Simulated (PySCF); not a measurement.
B2HO2, SMILES O=BB=[OH+], charge +1. Geometry optimised at ωB97X-D3(BJ)/def2-TZVP. The isomer is the one that the SMILES or the coordinates give; other isomers of the formula were not compared. The values are those of a single conformer.

Level of theory: ωB97X-D3(BJ)/def2-TZVP run with PySCF 2.14.0.

Harmonic wavenumbers (cm⁻¹): 179, 179, 225, 225, 457, 457, 596, 1919, 2159, 3794. Rotational constants (GHz): 3.246 (linear); symmetry number 1.

Problem. Work out the zero-point energy and the ideal-gas rigid-rotor harmonic-oscillator thermochemistry at 298.15 K and 1 atm.

Solution. ZPE = ½ Σ hcν = ½ × 10190 cm⁻¹ = 60.95 kJ/mol. H − E(el) = 77.28 kJ/mol. Entropy in J/(mol K): translation 158.64, rotation 71.14, vibration 44.04, total 273.82. G − E(el) = -4.36 kJ/mol. Cp = 75.52 J/(mol K).
